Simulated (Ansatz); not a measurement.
Ansatz (a quantum-chemistry and plane-wave program) input (r2SCAN/def2-TZVPD):

Ansatz 0.2 input:
```yaml
crystal:
  periodic: [false, false, false]
  atoms:
    - {symbol: C, position_ang: [-0.81304169, -1.01525054, 1.44604374]}
    - {symbol: Si, position_ang: [-0.08725836, -0.36530224, -0.15600660]}
    - {symbol: C, position_ang: [-1.44449704, 0.29489207, -1.26857396]}
    - {symbol: C, position_ang: [0.88726965, -1.71254689, -1.03290854]}
    - {symbol: C, position_ang: [1.11538631, 1.04589406, 0.24532136]}
    - {symbol: O, position_ang: [0.38387615, 2.08378450, 0.91639210]}
    - {symbol: H, position_ang: [-0.03641283, -1.43091284, 2.09223273]}
    - {symbol: H, position_ang: [-1.54837097, -1.80124702, 1.25882143]}
    - {symbol: H, position_ang: [-1.30811941, -0.21080963, 1.99306649]}
    - {symbol: H, position_ang: [-2.18744330, -0.47530073, -1.48854153]}
    - {symbol: H, position_ang: [-1.95534136, 1.13204548, -0.78933156]}
    - {symbol: H, position_ang: [-1.03926220, 0.64979749, -2.21900261]}
    - {symbol: H, position_ang: [0.24031592, -2.55494997, -1.28898356]}
    - {symbol: H, position_ang: [1.69398284, -2.09598705, -0.40381732]}
    - {symbol: H, position_ang: [1.33186091, -1.34465702, -1.96057441]}
    - {symbol: H, position_ang: [1.57140486, 1.42124329, -0.68101385]}
    - {symbol: H, position_ang: [1.93338629, 0.67020479, 0.87513919]}
    - {symbol: H, position_ang: [0.98390378, 2.80659629, 1.12566498]}
basis:
  gaussian:
    orbitals: def2-TZVPD
hamiltonian:
  xc: {name: r2SCAN}
output: {forces: true}
```

End of the output:

```
Atom 4 at     1.115386     1.045894     0.245321 Å, force    -0.083343    -0.030723     0.004559 eV/Å
Atom 5 at     0.383876     2.083785     0.916392 Å, force    -0.103758    -0.027094     0.011059 eV/Å
Atom 6 at    -0.036413    -1.430913     2.092233 Å, force     0.023561    -0.014850     0.026319 eV/Å
Atom 7 at    -1.548371    -1.801247     1.258821 Å, force    -0.026953    -0.026288    -0.001655 eV/Å
Atom 8 at    -1.308119    -0.210810     1.993066 Å, force    -0.024989     0.029039     0.026207 eV/Å
Atom 9 at    -2.187443    -0.475301    -1.488542 Å, force    -0.028674    -0.022716    -0.009055 eV/Å
Atom 10 at    -1.955341     1.132045    -0.789332 Å, force    -0.027295     0.033823     0.016294 eV/Å
Atom 11 at    -1.039262     0.649797    -2.219003 Å, force     0.009476     0.014374    -0.034233 eV/Å
Atom 12 at     0.240316    -2.554950    -1.288984 Å, force    -0.020543    -0.030221    -0.009807 eV/Å
Atom 13 at     1.693983    -2.095987    -0.403817 Å, force     0.028917    -0.017707     0.018096 eV/Å
Atom 14 at     1.331861    -1.344657    -1.960574 Å, force     0.016855     0.007319    -0.033757 eV/Å
Atom 15 at     1.571405     1.421243    -0.681014 Å, force     0.036179     0.030072    -0.063361 eV/Å
Atom 16 at     1.933386     0.670205     0.875139 Å, force     0.061286    -0.022021     0.044575 eV/Å
Atom 17 at     0.983904     2.806596     1.125665 Å, force     0.070190     0.020512    -0.006428 eV/Å
Dipole moment:     0.256226     0.000682    -0.059272 e Å
```
